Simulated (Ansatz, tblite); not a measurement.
Cost and result up the ladder for Li4N⁺ (the lowest singlet isomer of a short search) (5 atoms). The state is a singlet with charge 1. Geometry: B3LYP-D4/def2-TZVP.

```xyz
5

Li    0.5726    1.1953    1.1868
Li   -1.6968    0.3398   -0.4128
Li    0.9985    0.0977   -1.4692
Li    0.1259   -1.6328    0.6952
N    -0.0001    0.0000    0.0000
```

Ansatz on 4 threads of Arm Neoverse V2 on a shared host; xTB runs through tblite on one thread. Times are rough, summed over both states, and most runs start from the orbitals of an earlier one. CCSD(T)/def2-TZVPP serves as the yardstick here, not as an exact answer. Differences are given only for rows in sets of like size (and for xTB, whose basis is part of the method), since another set adds its own error. The other state is a quintet at its own geometry, which has other bonds, so the gap mixes isomer and spin.

The xTB rows come from tblite. B3LYP takes the VWN-RPA correlation. HSE06 is defined as in plane-wave codes, on full-range PBE exchange. Correlated methods freeze 1 core orbital; core or outer-core shells of Li are correlated, in sets that lack core-valence functions. The structure comes from a short search, and lower isomers may exist.

Correlated methods converge slowly with the basis.

xTB has no spin-polarisation term.

```csv
level,functions,wall time
GFN1-xTB,20,0.004 s
GFN2-xTB,20,0.006 s
HF/STO-3G,25,0.15 s
MP2/def2-TZVP,87,0.45 s
PBE-D4/def2-TZVP,87,1.2 s
BLYP-D4/def2-TZVP,87,1.3 s
B3LYP-D4/def2-TZVP,87,1.3 s
HSE06-D4/def2-TZVP,87,1.4 s
RPA@PBE/def2-TZVP,87,1.8 s
PBE0-D4/def2-TZVP,87,2.1 s
CAM-B3LYP-D4/def2-TZVP,87,2.1 s
r2SCAN-D4/def2-TZVP,87,3.6 s
r2SCAN0-D4/def2-TZVP (with forces),87,4.1 s
CCSD(T)/def2-TZVPP,107,9.1 s
```

Question: Estimate what each level gives for the quintet − singlet (eV).

Answer: 
```
                             level  quintet − singlet (eV)  difference from CCSD(T)/def2-TZVPP (eV)
                          GFN1-xTB                    6.02                                     0.38
                          GFN2-xTB                    5.75                                     0.10
                         HF/STO-3G                    3.32                                        –
                     MP2/def2-TZVP                    6.08                                     0.44
                  PBE-D4/def2-TZVP                    5.83                                     0.19
                 BLYP-D4/def2-TZVP                    5.92                                     0.27
                B3LYP-D4/def2-TZVP                    5.74                                     0.10
                HSE06-D4/def2-TZVP                    5.49                                    -0.15
                 RPA@PBE/def2-TZVP                    5.32                                    -0.32
                 PBE0-D4/def2-TZVP                    5.48                                    -0.17
            CAM-B3LYP-D4/def2-TZVP                    5.81                                     0.17
               r2SCAN-D4/def2-TZVP                    5.62                                    -0.02
r2SCAN0-D4/def2-TZVP (with forces)                    5.34                                    -0.30
                CCSD(T)/def2-TZVPP                    5.64                                     0.00
```
